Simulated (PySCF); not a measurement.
Species: H9OPSi3.
Numbering: `[SiH3:1][SiH2:2][O:3][SiH2:4][PH2:5]` (hydrogens: H6, H7, H8 on Si1; H9, H10 on Si2; H11, H12 on Si4; H13, H14 on P5)

Geometry (PBE0-D3(BJ)/def2-SVP, Å), atoms numbered from 1 in this order:
```
atom  x, y, z in Å
Si1   -2.4414    0.1697   -0.6543
Si2   -1.0225    0.2141    1.2157
O3     0.2490   -0.8455    1.0028
Si4    1.6341   -1.0020    0.1013
P5     2.0040    0.9498   -0.9887
H6    -3.5310    1.1823   -0.4892
H7    -1.6622    0.4887   -1.8900
H8    -3.0599   -1.1834   -0.8088
H9    -1.7538   -0.1936    2.4508
H10   -0.4965    1.6034    1.4163
H11    2.7470   -1.3979    1.0117
H12    1.4521   -2.0589   -0.9378
H13    2.6459    1.5763    0.1233
H14    3.2278    0.4820   -1.5601
```

The calculation used PySCF 2.14.0, PBE0-D3(BJ)/def2-SVP geometry optimisation, gas phase.

Masses are those of the commonest isotopes; rigid-rotor values at the optimised geometry. The values belong to one conformer with, in the numbering `[SiH3:1][SiH2:2][O:3][SiH2:4][PH2:5]`, Si1–Si2–O3–Si4 71°, Si2–O3–Si4–P5 9°, O3–Si4–P5–H 83° and 177°.

Task: Give the principal moments of inertia and the rotational constants in cm⁻¹.

Result: Ia = 195.24, Ib = 510.20, Ic = 596.75 u·Å²; 505379 MHz·u·Å²/I gives 2588, 990.6 and 846.9 MHz, that is A = 0.08634, B = 0.03304, C = 0.02825 cm⁻¹.

Task: Classify the top.

Result: An asymmetric top. Ray's parameter κ = (2B − A − C)/(A − C) = -0.835; −1 is the prolate and +1 the oblate limit.

Task: Is it planar, by Δ = Ic − Ia − Ib?

Result: Not planar: Δ = Ic − Ia − Ib = -108.69 u·Å². For a rigid frame Δ = −2 Σ m c², so Σ m c² = 54.34 u·Å² lies off the ab plane: 16.39 from hydrogen and 37.96 from heavier atoms. The atom farthest from that plane is 2.10 Å away.

Task: Give the other two planar moments, Paa and Pbb, and the rms extents of the mass along the axes.

Result: Paa = Σ m a² = (Ib + Ic − Ia)/2 = 455.85 and Pbb = Σ m b² = (Ia + Ic − Ib)/2 = 140.90 u·Å². With the mass M = 139.97 u, the rms extents √(P/M) along a, b and c are 1.80, 1.00, 0.62 Å.

Task: Which lines would a microwave search look for?

Result: The dipole components are |μa| = 0.77 D, |μb| = 0.17 D, |μc| = 0.24 D. Intensities carry the squares of the components, which stand as 1.00 : 0.05 : 0.10 (a : b : c). Some of the stronger lines:

```json
{"type": "a", "branch": "Q", "J(Ka,Kc)": "2(1,1) ← 2(1,2)", "MHz": "431", "lower level (cm⁻¹)": "0.232"}
{"type": "a", "branch": "Q", "J(Ka,Kc)": "3(1,2) ← 3(1,3)", "MHz": "862", "lower level (cm⁻¹)": "0.409"}
{"type": "b", "branch": "Q", "J(Ka,Kc)": "1(1,0) ← 1(0,1)", "MHz": "1742", "lower level (cm⁻¹)": "0.061"}
{"type": "a", "branch": "R", "J(Ka,Kc)": "1(0,1) ← 0(0,0)", "MHz": "1837", "lower level (cm⁻¹)": "0.000"}
{"type": "a", "branch": "R", "J(Ka,Kc)": "2(1,2) ← 1(1,1)", "MHz": "3531", "lower level (cm⁻¹)": "0.115"}
{"type": "a", "branch": "R", "J(Ka,Kc)": "2(0,2) ← 1(0,1)", "MHz": "3666", "lower level (cm⁻¹)": "0.061"}
{"type": "a", "branch": "R", "J(Ka,Kc)": "2(1,1) ← 1(1,0)", "MHz": "3819", "lower level (cm⁻¹)": "0.119"}
{"type": "c", "branch": "Q", "J(Ka,Kc)": "3(2,2) ← 3(1,2)", "MHz": "4584", "lower level (cm⁻¹)": "0.438"}
{"type": "b", "branch": "Q", "J(Ka,Kc)": "3(2,1) ← 3(1,2)", "MHz": "4630", "lower level (cm⁻¹)": "0.438"}
{"type": "c", "branch": "Q", "J(Ka,Kc)": "2(2,1) ← 2(1,1)", "MHz": "4794", "lower level (cm⁻¹)": "0.247"}
{"type": "b", "branch": "Q", "J(Ka,Kc)": "2(2,0) ← 2(1,1)", "MHz": "4803", "lower level (cm⁻¹)": "0.247"}
{"type": "b", "branch": "R", "J(Ka,Kc)": "2(1,2) ← 1(0,1)", "MHz": "5129", "lower level (cm⁻¹)": "0.061"}
{"type": "b", "branch": "Q", "J(Ka,Kc)": "2(2,1) ← 2(1,2)", "MHz": "5225", "lower level (cm⁻¹)": "0.232"}
{"type": "a", "branch": "R", "J(Ka,Kc)": "3(1,3) ← 2(1,2)", "MHz": "5291", "lower level (cm⁻¹)": "0.232"}
{"type": "a", "branch": "R", "J(Ka,Kc)": "3(0,3) ← 2(0,2)", "MHz": "5476", "lower level (cm⁻¹)": "0.184"}
{"type": "a", "branch": "R", "J(Ka,Kc)": "3(2,2) ← 2(2,1)", "MHz": "5512", "lower level (cm⁻¹)": "0.407"}
{"type": "a", "branch": "R", "J(Ka,Kc)": "3(2,1) ← 2(2,0)", "MHz": "5549", "lower level (cm⁻¹)": "0.407"}
{"type": "a", "branch": "R", "J(Ka,Kc)": "3(1,2) ← 2(1,1)", "MHz": "5722", "lower level (cm⁻¹)": "0.247"}
{"type": "c", "branch": "R", "J(Ka,Kc)": "3(1,2) ← 2(0,2)", "MHz": "7616", "lower level (cm⁻¹)": "0.184"}
{"type": "c", "branch": "Q", "J(Ka,Kc)": "3(3,1) ← 3(2,1)", "MHz": "8308", "lower level (cm⁻¹)": "0.592"}
{"type": "c", "branch": "R", "J(Ka,Kc)": "2(2,0) ← 1(1,0)", "MHz": "8622", "lower level (cm⁻¹)": "0.119"}
{"type": "b", "branch": "R", "J(Ka,Kc)": "2(2,0) ← 1(1,1)", "MHz": "8765", "lower level (cm⁻¹)": "0.115"}
{"type": "b", "branch": "R", "J(Ka,Kc)": "3(2,2) ← 2(1,1)", "MHz": "10306", "lower level (cm⁻¹)": "0.247"}
{"type": "c", "branch": "R", "J(Ka,Kc)": "3(3,0) ← 2(2,0)", "MHz": "13858", "lower level (cm⁻¹)": "0.407"}
{"type": "b", "branch": "R", "J(Ka,Kc)": "3(3,0) ← 2(2,1)", "MHz": "13867", "lower level (cm⁻¹)": "0.407"}
```

Task: Estimate the classical rotational partition function at 25 K, 50 K and 200 K.

Result: Point group C1, symmetry number σ = 1; q = (√π/σ)·√((kT/h)³/(ABC)), k/h = 20836.6 MHz/K: 14300 at 25 K, 40400 at 50 K, 324000 at 200 K.

Not checked by PBE0-D3(BJ)/def2-SVP frequencies. These are rigid-rotor constants of the computed structure; measured ground-state constants (B0) also hold zero-point vibration. A rigid rotor knows nothing of internal rotation, which can split or shift real lines.

Time: 3.0 min; peak memory 0.57 GiB. Hardware: one thread of an Arm Neoverse V1 (shared host). That covers the optimisation of the geometry.
